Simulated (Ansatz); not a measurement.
Compare A (`B/C=C(/N)F`) with its isomer B (`C=NB(C)F`).

Computed with Ansatz on PBE0-D4/def2-TZVP structures; ΔE is electronic, products minus reactants. CCSD(T)/CBS adds triple-zeta CCSD(T) − MP2 to the extrapolated MP2 energy (def2 sets, frozen cores). DFT in def2-TZVPP. One conformer a species, not always the lowest.

(1) Which isomer does CCSD(T)/CBS put lower? Give the gap. (An estimate is asked.)

(2) Give E(B) − E(A) in kcal/mol with MP2/def2-TZVPP, ωB97M-V, HF/def2-TZVPP, r2SCAN-D4, CCSD(T)/def2-TZVPP, B2PLYP, PBE-D4. (Estimate.)

(3) Does the order hold for the free energy at 298.15 K (harmonic terms from PBE0-D4)? (An estimate is asked.)

Largest T1 diagnostic: 0.013.

Answers

(1) Ansatz gave: B, by 64.0 kcal/mol.

(2) Computed: MP2/def2-TZVPP -63.9, ωB97M-V -61.5, HF/def2-TZVPP -62.9, r2SCAN-D4 -59.6, CCSD(T)/def2-TZVPP -64.2, B2PLYP -63.0, PBE-D4 -58.9. None reverses the order clearly.

(3) Ansatz gave: Yes: G(B) − G(A) = -63.9 kcal/mol, for one conformer each.

At CCSD(T), def2-SVP lies −3.5 kcal/mol from the extrapolated value and def2-TZVPP −0.2 kcal/mol. In def2-TZVPP, CCSD(T) changes the Hartree–Fock value by −1.3 kcal/mol (the triples alone add +0.5 kcal/mol) and MP2 by −1.0 kcal/mol.
